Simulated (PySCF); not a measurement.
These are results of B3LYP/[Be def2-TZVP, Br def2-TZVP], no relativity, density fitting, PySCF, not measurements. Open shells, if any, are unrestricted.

Problem. What shape and geometry does isolated singlet BeBr2 take (every ligand bound to Be)?

Solution. Counting electrons, beryllium keeps none of its valence electrons outside its bonds, so the VSEPR class is AX2 and the expected shape is linear (D∞h), as computed. The lowest minimum found is a singlet of D∞h symmetry with Be–Br 1.958 Å (×2); Br–Be–Br 180.0°. Its harmonic wavenumbers are 218 (πu), 237 (σg+), 986 (σu+) cm⁻¹ and its dipole moment is 0.00 D.
